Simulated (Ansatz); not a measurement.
Mulliken charges of C2H4OSSi (`O=CC([SiH3])=S`) from PBE/def2-TZVPP in Ansatz (PBE0-D4/def2-TZVP geometry).

```
atom   x (Å)   y (Å)   z (Å)  charge (e)
  O1  -0.730   1.003   1.633      -0.197
  C2  -1.310   0.351   0.806       0.076
  C3  -0.588  -0.313  -0.323       0.049
 Si4   1.294  -0.072  -0.378       0.228
  S5  -1.442  -1.170  -1.392      -0.124
  H6  -2.407   0.197   0.821       0.068
  H7   1.800  -0.805  -1.560      -0.037
  H8   1.588   1.378  -0.494      -0.031
  H9   1.884  -0.615   0.870      -0.031
```

Task: By hand: the dipole of these point charges (1 e Å = 4.8032 D).

Result: Σ q r = (0.151, -0.038, -0.088) e Å, of length 0.179 e Å = 0.86 D.

Task: How does the dipole of the full density compare? (Best estimate.)

Result: The calculation gave: (-0.001, -0.103, -0.150) e Å, 0.87 D; the point charges give 0.99 times that, at 59° from its direction.

Point charges leave out the atoms' own dipoles, such as those of lone pairs, and Mulliken's split depends on the basis, so the two needn't agree.
